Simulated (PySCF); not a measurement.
# Spin-rotation constants: `C=NC[SiH2]n1ccnc1`, C5H9N3Si

Molfile (atoms numbered from 1):
```
C5H9N3Si
     RDKit          3D

 18 18  0  0  0  0  0  0  0  0999 V2000
    2.8020    0.9059   -0.9207 C   0  0  0  0  0  0  0  0  0  0  0  0
    1.7434    0.9780   -0.2556 N   0  0  0  0  0  0  0  0  0  0  0  0
    1.5895    0.2494    0.9560 C   0  0  0  0  0  0  0  0  0  0  0  0
    0.3501   -1.1786    0.6556 Si  0  0  0  0  0  4  0  0  0  0  0  0
   -1.1880   -0.4930    0.1946 N   0  0  0  0  0  0  0  0  0  0  0  0
   -1.4283    0.6936   -0.4631 C   0  0  0  0  0  0  0  0  0  0  0  0
   -2.7698    0.7689   -0.6590 C   0  0  0  0  0  0  0  0  0  0  0  0
   -3.3775   -0.3413   -0.1434 N   0  0  0  0  0  0  0  0  0  0  0  0
   -2.4223   -1.0617    0.3480 C   0  0  0  0  0  0  0  0  0  0  0  0
    3.6813    0.3252   -0.6187 H   0  0  0  0  0  0  0  0  0  0  0  0
    2.8657    1.4544   -1.8482 H   0  0  0  0  0  0  0  0  0  0  0  0
    2.5387   -0.1562    1.3365 H   0  0  0  0  0  0  0  0  0  0  0  0
    1.1775    0.9312    1.7032 H   0  0  0  0  0  0  0  0  0  0  0  0
    0.1230   -1.9128    1.9010 H   0  0  0  0  0  0  0  0  0  0  0  0
    0.8269   -2.0374   -0.4327 H   0  0  0  0  0  0  0  0  0  0  0  0
   -0.6222    1.3494   -0.7182 H   0  0  0  0  0  0  0  0  0  0  0  0
   -3.3472    1.5390   -1.1298 H   0  0  0  0  0  0  0  0  0  0  0  0
   -2.5515   -2.0077    0.8336 H   0  0  0  0  0  0  0  0  0  0  0  0
  1  2  2  0
  2  3  1  0
  3  4  1  0
  4  5  1  0
  5  6  1  0
  6  7  2  0
  7  8  1  0
  8  9  2  0
  9  5  1  0
  1 10  1  0
  1 11  1  0
  3 12  1  0
  3 13  1  0
  4 14  1  0
  4 15  1  0
  6 16  1  0
  7 17  1  0
  9 18  1  0
M  END
```

Method used: GIAO PBE0/pcSseg-1 magnetisability, rotational g tensor and spin-rotation constants, non-relativistic, gas phase in PySCF 2.14.0. Geometry: GFN2-xTB.

(1) Give the nuclear spin-rotation constants along the inertial axes (H = +C I·J) beside the isotropic shieldings.

## Answers

(1) Rotational constants 3.1171, 0.8486, 0.7045 GHz. A star marks the isotopologue with that one atom substituted, in its own axes.
```csv
atom,isotope,Caa (kHz),Cbb (kHz),Ccc (kHz),mean (kHz),σ (ppm)
N2,14N,0.637,0.229,0.091,0.319,-131.4
N5,14N,0.415,0.110,0.034,0.186,90.0
N8,14N,0.612,0.224,0.022,0.286,-45.4
H10,1H,0.035,-0.004,-0.068,-0.012,23.9
H11,1H,-0.299,0.053,-0.044,-0.097,24.4
H12,1H,0.008,-0.046,-0.083,-0.040,28.3
H13,1H,-0.273,-0.095,0.036,-0.110,27.1
H14,1H,-0.266,0.018,-0.045,-0.098,26.4
H15,1H,-0.271,-0.077,0.031,-0.106,26.8
H16,1H,0.117,-0.015,-0.069,0.011,23.6
H17,1H,-0.203,0.066,-0.070,-0.069,24.3
H18,1H,-0.258,0.073,-0.070,-0.085,24.4
C1,13C*,1.017,0.394,0.177,0.529,30.9
C3,13C*,0.686,0.132,0.152,0.324,131.6
Si4,29Si*,-1.770,-0.524,-0.428,-0.907,378.0
C6,13C*,1.076,0.356,0.114,0.515,59.1
C7,13C*,1.029,0.384,0.128,0.514,49.9
C9,13C*,1.159,0.347,0.147,0.551,44.5
```
For the geometry as given, no vibrational averaging.
